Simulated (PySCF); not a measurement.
# Sn⁺ (tin, charge +1): UHF calculation

Configuration: [Kr] 4d10 5s2 5p1, 2P determinant. All numbers are calculated (PySCF 2.14, scalar relativity by spin-free X2C-1e, in aug-cc-pVQZ-DK3 (9s8p6d3f2g, 102 functions)).

```
Total energy                                                  : -6173.271263 hartree
One-electron energy                                           : -8475.9157 hartree
Hartree (Coulomb) energy                                      : 2466.5234 hartree
Exchange energy                                               : -163.8789 hartree
⟨S²⟩                                                          : 0.7606
⟨L²⟩                                                          : 2.032
Sum of ⟨r⟩                                                    : 32.34 bohr
Sum of ⟨r²⟩                                                   : 45.89 bohr²
Traceless quadrupole moment −½Σ⟨3z² − r²⟩ along its main axis : -4.06 e·bohr²
Langevin diamagnetic susceptibility                           : -36.3 ×10⁻⁶ cm³/mol
```

| shell | electrons | mean orbital energy (hartree) | spread (hartree) | rms radius, mean of both spins (bohr) |
| --- | --- | --- | --- | --- |
| 1s α | 1 | -1078.57727 | 0 | 0.0333 |
| 1s β | 1 | -1078.57600 | 0 | 0.0333 |
| 2s α | 1 | -166.50051 | 0 | 0.136 |
| 2s β | 1 | -166.50046 | 0 | 0.136 |
| 2p α | 3 | -149.33744 | 0.00046 | 0.121 |
| 2p β | 3 | -149.33660 | 0.00225 | 0.121 |
| 3s α | 1 | -33.83930 | 0 | 0.361 |
| 3s β | 1 | -33.83803 | 0 | 0.361 |
| 3p α | 3 | -28.07530 | 0.00115 | 0.362 |
| 3p β | 3 | -28.07327 | 0.00721 | 0.362 |
| 3d α | 5 | -19.18322 | 0.00444 | 0.341 |
| 3d β | 5 | -19.18284 | 0.00607 | 0.341 |
| 4s α | 1 | -6.17935 | 0 | 0.874 |
| 4s β | 1 | -6.17613 | 0 | 0.874 |
| 4p α | 3 | -4.34602 | 0.00286 | 0.950 |
| 4p β | 3 | -4.34210 | 0.01760 | 0.950 |
| 4d α | 5 | -1.60438 | 0.01277 | 1.18 |
| 4d β | 5 | -1.60079 | 0.02051 | 1.18 |
| 5s α | 1 | -0.80464 | 0 | 2.53 |
| 5s β | 1 | -0.73090 | 0 | 2.53 |
| 5p α | 1 | -0.51587 | 0 | 3.13 |

Densities and radii are taken from the X2C orbitals without a picture-change correction, which distorts them close to the nucleus.

Spin-orbit constants ζ (cm⁻¹) from the X2C one-electron operator on these orbitals: bare nucleus, nucleus screened by l(l+1)(2l+1)/3 electrons, and screened by the Breit-Pauli mean field of the electrons.

| shell | bare | screened nucleus | mean field |
| --- | --- | --- | --- |
| 2p | 1237000 | 1187000 | n/a |
| 3p | 228700 | 219500 | n/a |
| 3d | 34320 | 27460 | n/a |
| 4p | 38660 | 37110 | n/a |
| 4d | 4025 | 3220 | n/a |
| 5p | 2640 | 2534 | n/a |

To first order the Landé constant is A = 2534 cm⁻¹, so the lowest level has J = 1/2 and lies 0.314 eV below the centre of the term.
